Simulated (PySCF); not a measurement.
Molecule: `InChI=1S/C5H8N2O2/c1-4(7-3-8)2-5(6)9/h3H,1-2H2,(H2,6,9)(H,7,8)`.

Cartesian coordinates in Å; atom numbers follow the order of the lines, from 1:
```xyz
17

C     0.509   -2.000    1.052
C     0.433   -0.909    0.295
C    -0.811   -0.539   -0.452
C    -1.710    0.314    0.457
N    -1.549    1.636    0.285
O    -2.482   -0.176    1.249
N     1.562   -0.070    0.204
C     1.744    1.098   -0.443
O     0.929    1.740   -1.065
H    -0.331   -2.660    1.147
H     1.395   -2.255    1.609
H    -1.361   -1.450   -0.689
H    -0.576    0.004   -1.364
H    -0.833    1.992   -0.334
H    -2.073    2.273    0.862
H     2.360   -0.433    0.708
H     2.788    1.447   -0.338
```

Frames of a GFN2-xTB Langevin trajectory at 400 K; GIAO PBE0/pcSseg-1 shieldings in PySCF 2.14.0 with density-fitted response routines, gas phase, non-relativistic; equivalent atoms averaged within each frame.

Chemical shifts δ = σref − σ; 13C (σref 186.93), 1H (σref 31.72) vs TMS; 15N (σref 267.73) vs NH3; 17O (σref 336.08) vs H2O, all at this level. The references are static minima.

Question: How do the shifts (ppm) fluctuate along the trajectory?

Answer: 
```tsv
time (fs)	C4	C8	C2	C1	C3	N7	N5	O9	O6	H17
250	190.6	167.2	154.9	101.6	50.5	169.3	128.6	461.8	457.0	8.29
425	167.9	161.8	150.1	104.6	46.0	186.5	117.5	416.8	422.8	7.64
625	169.4	162.9	152.7	111.8	56.2	172.1	131.4	423.8	408.9	9.27
800	167.2	163.6	150.6	108.6	40.8	173.9	112.3	452.3	435.2	7.27
1000	187.5	163.1	148.6	107.6	47.5	168.8	134.5	441.6	486.6	7.31
mean of frames	176.5	163.7	151.4	106.8	48.2	174.1	124.9	439.2	442.1	7.95
standard deviation	11.5	2.0	2.4	3.9	5.7	7.2	9.5	18.9	30.5	0.84
```

5 frames give an uncertainty of the mean of about the standard deviation over 2.2 at best, since frames this close in time may not be independent; classical motion lacks zero-point vibration, and the reference would need the same averaging.
